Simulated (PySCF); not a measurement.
**How methods differ on the ionisation energy of Al²⁺**

Al²⁺ [Ne] 3s1 (2S) → Al³⁺ [Ne] (1S), as a difference of total energies. All numbers are calculated (PySCF 2.14, no relativity, point nucleus, in aug-cc-pV(D+d)Z (5s4p3d, 32 functions)). The calculations carry no spin-orbit coupling.

| method | ionisation energy (eV) |
| --- | --- |
| UHF | 28.010 |
| r2SCAN | 28.315 |
| B3LYP | 28.940 |

For comparison: 28.448 eV (measured; NIST Atomic Spectra Database, ionization energies).
